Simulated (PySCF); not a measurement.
Computed IR spectrum (relative IR intensity) of a molecule C₂H₇ClSi₃. Coordinates come from a PBE-D3(BJ)/def2-SVP optimisation. The values are those of a single conformer. These are PBE-D3(BJ)/def2-SVP (PySCF) values and carry that method's errors. Frequencies are harmonic and unscaled.

```tsv
ν (cm⁻¹)	relative intensity
294	2.7
352	5.3
442	2.0
462	4.9
527	51
578	21
592	22
608	3.0
621	2.9
661	8.2
729	20
747	52
757	51
787	100
865	37
898	50
1088	7.9
1255	2.7
2144	65
2150	87
2160	44
2177	43
3037	2.0
3058	5.6
```

Task: Identify the compound among the candidates.
A. Cl[Si@@H]1C=C[SiH2][SiH2]1
B. ClC=C1[SiH2][SiH2][SiH2]1
C. Cl[SiH2]C1=C[SiH2][SiH2]1
D. C#C[SiH2][Si@H]([SiH3])Cl

Result: A, Cl[Si@@H]1C=C[SiH2][SiH2]1
